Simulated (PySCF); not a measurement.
# `FC(F)(F)OCC[C@@H]1CO1`, C$_{5}$H$_{7}$F$_{3}$O$_{2}$

Geometry:
```
atom   x (Å)   y (Å)   z (Å)
  F1   3.470  -0.292   0.814
  C2   2.614   0.730   0.603
  F3   2.967   1.705   1.431
  F4   2.887   1.154  -0.645
  O5   1.353   0.414   0.799
  C6   0.841  -0.638  -0.047
  C7  -0.626  -0.841   0.309
  C8  -1.459   0.340  -0.139
  C9  -2.862   0.179  -0.523
 O10  -1.858   0.369  -1.478
 H11   0.941  -0.340  -1.096
 H12   1.418  -1.551   0.134
 H13  -0.719  -0.964   1.388
 H14  -0.977  -1.744  -0.192
 H15  -1.140   1.297   0.266
 H16  -3.307  -0.809  -0.501
 H17  -3.552   1.004  -0.394
```

Computed with GIAO KT2/pcseg-1 magnetisability, rotational g tensor and spin-rotation constants, non-relativistic, gas phase in PySCF 2.14.0. Geometry: GFN2-xTB.

Question: What are the magnetisability and the molar susceptibility?

Answer: Isotropic -1374 × 10⁻³⁰ J/T², or -82.8 × 10⁻⁶ cm³/mol; principal values -1491, -1346, -1286 × 10⁻³⁰ J/T², anisotropy 183 × 10⁻³⁰ J/T² (root of half the summed squared differences of the principal values). The susceptibility is in cgs units.

Question: Split it along the inertial axes a, b, c into diamagnetic and paramagnetic parts about the centre of mass, with the quadrupole moment.

Answer: 
| axis | χ (10⁻⁶ cm³/mol) | diamagnetic (10⁻⁶ cm³/mol) | paramagnetic (10⁻⁶ cm³/mol) | summed x² of all electrons (Å²) | quadrupole Θ (D Å) |
| --- | --- | --- | --- | --- | --- |
| a | -77.5 | -454.0 | 376.5 | 435.0 | -0.13 |
| b | -88.2 | -2043.7 | 1955.5 | 60.3 | +1.78 |
| c | -82.5 | -2101.3 | 2018.8 | 46.7 | -1.65 |

Anisotropies 2χaa − χbb − χcc = +15.7 and 2χbb − χaa − χcc = -16.3 × 10⁻⁶ cm³/mol. Θ is traceless in Buckingham's convention.

Question: And the rotational g tensor?

Answer: 
| axis | rotational constant (GHz) | g | nuclear part | electronic part |
| --- | --- | --- | --- | --- |
| a | 3.2810 | -0.0353 | 0.5449 | -0.5803 |
| b | 0.5746 | -0.0036 | 0.5243 | -0.5279 |
| c | 0.5600 | -0.0045 | 0.5266 | -0.5311 |

Asymmetric top; isotopes 12C, 19F, 1H, 16O; no vibrational averaging.
